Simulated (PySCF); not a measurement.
r2SCAN on Si⁻ (silicon, charge -1), [Ne] 3s2 3p3, high-spin 4S determinant. Calculation: PySCF 2.14, in aug-cc-pwCVTZ; no relativity, point nucleus.

```
cycle= 1 E= -289.404727360426  delta_E= -0.00433  |g|= 0.00885  |ddm|= 0.263
cycle= 2 E= -289.404755321058  delta_E= -2.8e-05  |g|= 0.00968  |ddm|= 0.067
cycle= 3 E= -289.404842795454  delta_E= -8.75e-05  |g|= 0.000951  |ddm|= 0.0328
cycle= 4 E= -289.404843346368  delta_E= -5.51e-07  |g|= 0.000334  |ddm|= 0.0055
cycle= 5 E= -289.404843515387  delta_E= -1.69e-07  |g|= 4.85e-05  |ddm|= 0.00184
cycle= 6 E= -289.404843518866  delta_E= -3.48e-09  |g|= 6.18e-06  |ddm|= 0.000485
cycle= 7 E= -289.404843518921  delta_E= -5.48e-11  |g|= 7.18e-07  |ddm|= 0.000126
converged SCF energy = -289.404843518921  <S^2> = 3.7501671  2S+1 = 4.0000836
```

Highest occupied orbital energy: 0.962 eV; ⟨L²⟩ = 0.00; populations by l: s 6.00, p 9.00, d 0.00, f 0.00.

Q: Can this result be used?

A: With care. Self-consistency was reached. At r2SCAN the highest occupied level has a positive energy, so only the finite basis holds that electron; in a semilocal or global hybrid functional this comes from self-interaction and does not mean that the real anion is unbound.
